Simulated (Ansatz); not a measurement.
Basis sets compared for the cluster PdS3⁻. Total charge -1; doublet. Geometry PBE0-D4/def2-SVPD. Ansatz on 4 threads of Arm Neoverse V1 on a shared host; times are rough, and most runs start from earlier orbitals.

Cartesian coordinates in Å:
```
Pd 0.1376 -0.0066 -0.5104
S 0.9488 -0.5714 1.6330
S -0.9335 0.2410 1.5232
S -0.1529 0.3369 -2.6458
```

In the def2 sets Pd takes a core potential; there is no spin–orbit coupling. At PBE-D4/def2-SVPD, PBE-D4/def2-TZVPD the gap within one spin of the charge -1 doublet nearly closes, so an electron or hole may be smeared out by delocalisation error. The structure comes from a short search, and lower isomers may exist.

```json
{"level": "PBE-D4/def2-SVPD", "functions": "115", "energy (Eh)": "-1321.7548", "HOMO (eV)": "-0.41", "LUMO (eV)": "-0.36", "wall time": "3.5 s"}
{"level": "PBE0-D4/def2-SVPD", "functions": "115", "energy (Eh)": "-1321.7929", "HOMO (eV)": "-1.42", "LUMO (eV)": "0.49", "wall time": "5.5 s"}
```

(1) Estimate the rows for PBE-D4/def2-TZVPD, PBE0-D4/def2-TZVPD.

## Answers

(1) 
```csv
level,functions,energy (Eh),HOMO (eV),LUMO (eV),wall time
PBE-D4/def2-TZVPD,178,-1322.1967,-0.36,-0.29,6 s
PBE0-D4/def2-TZVPD,178,-1322.2304,-1.37,0.60,18 s
```
